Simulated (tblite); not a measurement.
Thiophene-2-boronic acid, C₄H₅BO₂S.
SMILES with atom numbers: `[OH:1][B:2]([OH:3])[c:4]1[cH:5][cH:6][cH:7][s:8]1` (hydrogens: H9 on O1; H10 on O3; H11 on C5; H12 on C6; H13 on C7)

Computed with GFN2-xTB (tblite), gas phase: Langevin dynamics at 600 K from the optimised GFN2-xTB geometry, time step 0.5 fs, friction 0.01 fs⁻¹, 2000 steps. The instantaneous temperature is 2·E(kin)/(3Nk) with all 3N coordinates.

```csv
t (fs),T (K),E(pot) above start (eV),O1–B2 (Å),B2–O3 (Å),B2–C4 (Å),C4–C5 (Å),C5–C6 (Å),O1–H9 (Å),O1–B2–C4–C5 (°)
0,500,0.000,1.361,1.350,1.562,1.368,1.410,0.956,-179
25,387,0.415,1.367,1.352,1.526,1.389,1.386,0.910,-167
50,373,0.590,1.382,1.401,1.508,1.405,1.374,0.956,-166
75,503,0.532,1.393,1.360,1.564,1.389,1.414,0.963,-166
100,349,0.756,1.419,1.392,1.541,1.367,1.411,0.940,-179
125,410,0.588,1.396,1.377,1.491,1.353,1.366,0.948,174
150,470,0.641,1.390,1.340,1.554,1.380,1.374,1.000,178
175,473,0.544,1.407,1.339,1.567,1.395,1.371,0.934,175
200,534,0.700,1.368,1.326,1.594,1.401,1.363,0.955,162
225,497,0.578,1.330,1.344,1.597,1.404,1.399,0.955,172
250,432,0.536,1.346,1.330,1.576,1.410,1.395,0.948,179
275,463,0.429,1.365,1.340,1.598,1.404,1.376,0.989,170
300,585,0.404,1.336,1.362,1.563,1.370,1.416,0.960,169
325,581,0.613,1.379,1.313,1.541,1.326,1.461,0.930,166
350,666,0.580,1.449,1.334,1.583,1.338,1.457,0.988,176
375,646,0.619,1.395,1.310,1.601,1.331,1.424,0.991,172
400,558,0.748,1.356,1.307,1.530,1.333,1.361,0.931,180
425,497,0.859,1.364,1.432,1.541,1.376,1.371,0.905,-162
450,632,0.795,1.296,1.399,1.567,1.426,1.420,0.982,180
475,553,0.869,1.340,1.392,1.595,1.397,1.474,1.000,170
500,349,0.788,1.352,1.428,1.517,1.314,1.460,0.936,-168
525,486,0.593,1.322,1.372,1.549,1.342,1.447,0.962,-157
550,419,0.642,1.367,1.412,1.510,1.409,1.398,0.966,-162
575,428,0.855,1.408,1.435,1.563,1.406,1.393,0.921,-172
600,544,0.935,1.297,1.370,1.587,1.400,1.385,0.968,-177
625,673,0.942,1.348,1.404,1.518,1.427,1.342,1.016,-170
650,652,1.114,1.409,1.384,1.581,1.443,1.410,0.894,-173
675,840,0.780,1.290,1.277,1.551,1.422,1.449,0.975,180
700,549,0.831,1.313,1.317,1.620,1.379,1.416,1.004,-158
725,532,0.864,1.404,1.348,1.682,1.348,1.451,0.962,-178
750,539,0.693,1.379,1.316,1.590,1.365,1.478,0.933,-175
775,648,0.911,1.393,1.318,1.545,1.346,1.469,0.987,-163
800,533,0.744,1.451,1.301,1.543,1.338,1.434,0.954,175
825,410,0.761,1.428,1.326,1.577,1.325,1.481,0.914,177
850,340,0.684,1.395,1.352,1.657,1.366,1.493,1.009,-178
875,484,0.806,1.319,1.326,1.512,1.386,1.430,1.004,-166
900,586,0.700,1.351,1.389,1.500,1.378,1.416,0.953,180
925,646,0.469,1.370,1.372,1.600,1.372,1.441,0.940,166
950,446,0.837,1.328,1.339,1.600,1.350,1.428,0.972,169
975,625,0.581,1.369,1.387,1.559,1.333,1.419,0.964,138
1000,462,1.139,1.422,1.445,1.563,1.364,1.405,0.948,133
```

**Question.** From 500 fs on, how do temperature and potential energy compare with equipartition?

**Answer.** The mean temperature of these 21 frames is 533 K against the target 600 K, and the mean potential energy 0.79 eV against 33 × kT/2 = 0.85 eV for 33 classical harmonic modes. For 13 atoms in a canonical ensemble the temperature itself scatters by T·√(2/(3N)) = 136 K; here its standard deviation is 118 K. The whole run lasts only 10 friction times of 100 fs, so these averages carry a wide statistical error.

**Question.** What are the kinetic and total energies of the listed frame with the highest potential energy?

**Answer.** The one at 1000 fs, 1.139 eV above the start. Its kinetic energy is 3NkT/2 = 0.776 eV at 462 K, so the sum is 1.92 eV; over the listed frames the sum runs from 0.84 to 2.21 eV, since the thermostat adds and removes energy.

**Question.** How much do the listed bonds fluctuate from 500 fs on?

**Answer.** 
```tsv
bond	at the start (Å)	mean (Å)	standard deviation (Å)
O1–B2	1.361	1.367	0.044
B2–O3	1.350	1.363	0.045
B2–C4	1.562	1.568	0.046
C4–C5	1.368	1.372	0.035
C5–C6	1.410	1.431	0.035
O1–H9	0.956	0.961	0.031
```

The motion is classical and holds no zero-point motion.

What follows is the cost of the whole dynamics run. Hardware: one thread of an Arm Neoverse V1, no GPU, on a shared host. Cost: 12 s, 0.18 GiB resident at most.
